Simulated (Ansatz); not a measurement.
Geometry optimisation, RKS B3LYP-D4/def2-SVP (Ansatz).

Input:

```yaml
crystal:
  periodic: [false, false, false]
  atoms:
    - { symbol: Ge, position_ang: [0.179581, 0.099685, -0.083988] }
    - { symbol: H, position_ang: [-0.063227, 0.115065, 1.434849] }
    - { symbol: F, position_ang: [1.834908, -0.178361, -0.470549] }
    - { symbol: F, position_ang: [-0.244804, 1.552862, -0.894301] }
    - { symbol: F, position_ang: [-0.687863, -1.190334, -0.834896] }
    - { symbol: S, position_ang: [-2.975497, 0.027786, 1.315148] }
    - { symbol: H, position_ang: [-2.802948, -1.053549, 0.521066] }
    - { symbol: H, position_ang: [-1.81065, -0.245954, 2.001971] }
basis:
  gaussian: { orbitals: def2-SVP }
hamiltonian:
  xc: b3lyp
  dispersion: d4
relax:
  f_tol: 0.03
  max_steps: 50
```

Run as:

```bash
$ ansatz run input.yaml --threads 2 --pin off --max-ram 3072MiB --backend cpu --events-out ev --progress --plain --runs-dir out
```

Where does it end, and by what steps?

The forces met the threshold. The force dipped under the threshold on the way, but the program's further checks kept it going. After 26 steps the energy has fallen by 0.269 eV; H7 moved furthest, 1.49 Å.

| step | energy less start (eV) | largest force component (eV/Å) | accepted |
| --- | --- | --- | --- |
| 0 | 0.0000 | 0.857 | yes |
| 1 | -0.0965 | 0.414 | yes |
| 2 | -0.1237 | 0.292 | yes |
| 3 | -0.1583 | 0.291 | yes |
| 4 | -0.1656 | 0.239 | yes |
| 5 | -0.1787 | 0.528 | yes |
| 6 | -0.1923 | 0.178 | yes |
| 7 | -0.2021 | 0.429 | yes |
| 8 | -0.2107 | 0.103 | yes |
| 9 | -0.2087 | 0.404 | no |
| 10 | -0.2165 | 0.220 | yes |
| 11 | -0.2186 | 0.119 | yes |
| 12 | -0.2206 | 0.030 | yes |
| 13 | -0.2152 | 0.620 | no |
| 14 | -0.2230 | 0.099 | yes |
| 15 | -0.2236 | 0.288 | yes |
| 16 | -0.2263 | 0.223 | yes |
| 17 | -0.2256 | 0.617 | no |
| 18 | -0.2303 | 0.076 | yes |
| 19 | -0.2332 | 0.054 | yes |
| 20 | -0.2341 | 0.513 | yes |
| 21 | -0.2428 | 0.171 | yes |
| 22 | -0.2546 | 0.041 | yes |
| 23 | -0.2589 | 0.289 | yes |
| 24 | -0.2592 | 0.389 | yes |
| 25 | -0.2691 | 0.030 | yes |
| 26 | -0.2695 | 0.022 | yes |

```xyz
8
Properties=species:S:1:pos:R:3
Ge 0.303 0.035 0.038
H 0.579 0.737 1.352
F 1.741 -0.046 -0.912
F -0.837 0.822 -0.991
F -0.200 -1.611 0.179
S -2.677 0.029 1.655
H -2.974 0.420 0.394
H -2.505 -1.258 1.274
```

The run took 67 s on 2 threads of Arm Neoverse V2 (shared host), peak memory 0.26 GiB.
